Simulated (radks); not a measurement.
Results of a calculation; reference values are marked as such.
Numerical settings for the scandium ion Sc+, [Ar] 3d1 4s1. Level of theory: non-relativistic Kohn-Sham, PBE, spin-polarised, spherical densities, point nucleus; open shells are filled with parallel spins first (a radial shooting solver on a logarithmic mesh with Libxc functionals). The defaults (mesh step 0.008 in ln r, mesh end at 40 bohr or more with all orbitals vanishing there, Anderson mixing 0.5 over 9 steps, residual threshold near 1e-9 with the energy settled to 1e-9 hartree or 1e-11 of itself, here a cap of 95 iterations) give E = -760.1548 hartree and 4s at -10.171 eV in 15 iterations. Run on one thread of a shared host, so times are rough (Arm Neoverse V1): 0.14 s of CPU time, 0.14 s wall, 15 iterations on 2546 mesh points. Changes against that run (0 stands for a change within the tolerance of the run):

\begin{tabular}{lrrrrr}
setting & iterations & converged & E (mhartree) & e(4s) (meV) & CPU (s) \\ \hline
mesh step in ln r 0.03 & 15 & yes & 0 & 0 & 0.05 \\
mesh step in ln r 0.003 & 15 & yes & 0 & 0 & 0.36 \\
mesh step in ln r 0.2 & 4 & no & diverged & - & 0.01 \\
mesh end (bohr) 3 & 13 & level above zero & +1.11e+03 & +2.76e+04 & 0.1 \\
mesh end (bohr) 2 & 14 & level above zero & +7.16e+03 & +1.26e+05 & 0.1 \\
residual threshold 1e-16 & 95 & no & 0 & 0 & 0.49 \\
residual threshold 1e-05 & 9 & yes & 0 & 0 & 0.1 \\
mixing 1 & 11 & yes & 0 & 0 & 0.12 \\
linear mixing, mixing 0.5 & 30 & yes & 0 & 0 & 0.22 \\
linear mixing, mixing 0.05 & 95 & no & +0.00237 & -23.8 & 0.7 \\
mixing history 3 & 16 & yes & 0 & 0 & 0.14 \\
iteration cap 8 & 8 & no & 0 & 0 & 0.08 \\
\end{tabular}

Settled on a wrong energy, with an occupied level pushed above zero by the early mesh end: mesh end (bohr) 3 (+1.11 hartree); mesh end (bohr) 2 (+7.16 hartree). Apart from these: no run marked as converged misses the energy by more than 1 mhartree. A mesh that ends early acts as a hard wall.
